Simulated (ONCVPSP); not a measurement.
## Cutoff test, Fe, ONCV

- Element: iron
- Generator: ONCVPSP 4.0.1
- Type: optimised norm-conserving Vanderbilt (ONCV)
- Functional: LDA (Perdew-Zunger)
- Relativity: scalar-relativistic
- Frozen core: [Ar]
- Valence charge: 8
- Reference configuration: 3d6 4s2
- Partial waves: 4s: rc 2.05 bohr, ncon 4, nbas 7, qcut 2.7 1/bohr, 1 projector; p scattering state at 0.12 Ha: rc 2.20 bohr, ncon 4, nbas 8, qcut 4.4 1/bohr, 2 projectors, debl 3.1 Ha; 3d: rc 1.35 bohr, ncon 5, nbas 10, qcut 13.3 1/bohr, local
- Local potential: the d channel
- Core correction: polynomial model core, fcfact 0.4

In the p channel the program set the typed energies aside and used 0.050, 3.150 Ha.

Q: For each optimised wave give the share of its norm inside rc, the residual kinetic energy above qcut (Ha) and the cutoffs (Ha) for errors of 10, 1, 0.1 and 0.01 mHa per electron.

A:

```tsv
wave	norm inside rc	residual KE	10 mHa	1 mHa	0.1 mHa	0.01 mHa
4s	0.219	2.4e-03	2.5	4.5	18.1	24.2
p projector 1	0.221	3.0e-05	1.1	3.5	5.5	33.1
p projector 2	0.160	6.4e-03	7.8	47.0	57.1	75.2
3d	0.717	4.1e-07	52.8	63.7	72.5	79.4
```

The occupied waves need 64 Ha and 72 Ha for 1 and 0.1 mHa. Note: ghosts flagged at negative energy: s at -314.3 eV, p at -20.5 eV (a further GHOST(-) flag falls on a real empty level of the atom); no localised positive-energy state flagged. A true bound ghost makes a file unfit for plane-wave use. 1 of 4 tests not solved or not reliable.
